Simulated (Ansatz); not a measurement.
C2H9AlO (`C[O+](C)[AlH3-]`). Charge 0, multiplicity 1.

```xyz
13

C    -0.5461    0.3448    1.3133
O    -0.3453    0.1272   -0.0806
C    -0.6912   -1.1905   -0.4985
Al    1.2677    0.9384   -0.8959
H    -0.2728    1.3788    1.5139
H    -1.5981    0.1788    1.5553
H     0.0873   -0.3301    1.8958
H    -1.7448   -1.3733   -0.2762
H    -0.0636   -1.9258    0.0129
H    -0.5200   -1.2363   -1.5722
H     1.0977    2.4250   -0.3315
H     0.9357    0.6371   -2.4309
H     2.3934    0.0261   -0.2054
```

(1) Give the diagnostics of a CCSD(T)/def2-TZVPP run (frozen core, Ansatz 0.2.0). (An estimate is asked.)

Answers

(1) The calculation gave: T1 = 0.0096, largest single amplitude 0.010, largest double 0.020, (T) share of the correlation energy 3.2 %, 8 CCSD cycles. The RHF solution is stable towards an unrestricted one. T1 lies under the customary mark of 0.02 for closed shells.
